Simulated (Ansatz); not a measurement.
Ansatz (a first-principles code) input (wB97X-V/def2-TZVPD):

Ansatz 0.2 input:
```yaml
crystal:
  periodic: [false, false, false]
  atoms:
    - {symbol: Al, position_ang: [0.00000000, 0.00000000, 0.00000000]}
    - {symbol: H, position_ang: [0.00000000, 0.00000000, 1.54907623]}
    - {symbol: H, position_ang: [-0.00000000, -0.00000000, -1.54907623]}
basis:
  gaussian:
    orbitals: def2-TZVPD
hamiltonian:
  xc: {name: wB97X-V}
total_charge: 1
magnetization: {spin_polarized: true, initial_magnetization: 2}
```

End of the output:

```
integrals: 0.02 GiB planned
375 factors; their error is unknown
integrals: 0.05 GiB planned
153 factors; integrals over basis functions are off by at most 5.0e-5 eV
mean field: 0.22 GiB planned
mean field evaluation 1: about -6612.9785 eV, gradient 4.4e0 eV
mean field evaluation 2: about -6613.1958 eV, gradient 1.2e0 eV
mean field evaluation 4: about -6613.2212 eV, gradient 9.2e-2 eV
mean field evaluation 8: about -6613.2297 eV, gradient 3.8e-3 eV
mean field evaluation 16: about -6613.2372 eV, gradient 2.6e-1 eV
mean field evaluation 32: about -6613.2297 eV, gradient 5.0e-4 eV
mean field -6613.24060669 eV, -243.0321096802 hartree, gradient 6.3e-6 eV, S^2 2.023270; 4 other end points of the search recorded, 0 dependent functions left out
reference -6613.24060804 eV, -243.0321097300 hartree; 8, 6 occupied and 53, 55 virtual orbitals, 375 factors
Total energy: -6613.24060804 eV, -243.0321097300 hartree
```

This state (charge 1, triplet) is run at the relaxed geometry of the species with charge 1 and multiplicity 1, and is a spin state other than that species' own.
